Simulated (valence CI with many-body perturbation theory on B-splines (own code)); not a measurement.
## Sm⁴¹⁺: key properties

Method: configuration interaction combined with many-body perturbation theory (CI+MBPT): three valence electrons over a frozen Dirac-Fock core [Ar], a basis of 7 s, 7 p, 8 d, 6 f, 4 g, 1 h functions for each j, with the one-electron correlation potential Σ1, the two-electron term Σ2, the three-electron term Σ3, Breit, model QED; selected CI, second order for the rest, scaled by the run's own slope (own B-spline code, finite nucleus).

The last digits are not significant, and no measured levels were compared; by estimate large intervals hold to a few tenths of a per cent, small ones and those within an open d or f shell to about a per cent. Only levels of the ground parity were solved; by the run's estimate the other parity begins above the list, which can be wrong where configurations are misplaced.

Levels are named by their leading jj configuration (3d3/2^4 stands for four electrons in 3d with j = 3/2), which in mixed levels can hold well under half, so a name can repeat and another be missing.

Rates and lifetimes use the calculated energies. Strong lines usually hold to 10 to 20 %, long lifetimes can be off by a factor of two.

Task: What is the ground level?

Result: (3d3/2^3) J=3/2, composition 53 % 3d3 4F + 34 % 3d3 2D + 9 % 3d3 2P, g = 0.662.

Task: How well does LS coupling describe the low levels?

Result: Among the lowest 19 levels the leading LS term, summed over configurations, holds 59 % on average. For single configurations the figures are 59 % in LS and 93 % in jj coupling. Terms mix most in the J = 3/2 level at 248180 cm⁻¹, where the leading one holds 40 %.

Task: What is the ionisation energy?

Result: 3137.3 eV; NIST lists 3137 ± 4 eV (theoretical).

Task: Name the longest-lived excited levels whose lifetime is computed, and their main decay.

Result: (3d3/2^2 3d5/2) J=9/2 at 270800 cm⁻¹ lives 260 ms, mostly by M1 to (3d3/2^2 3d5/2) J=7/2.
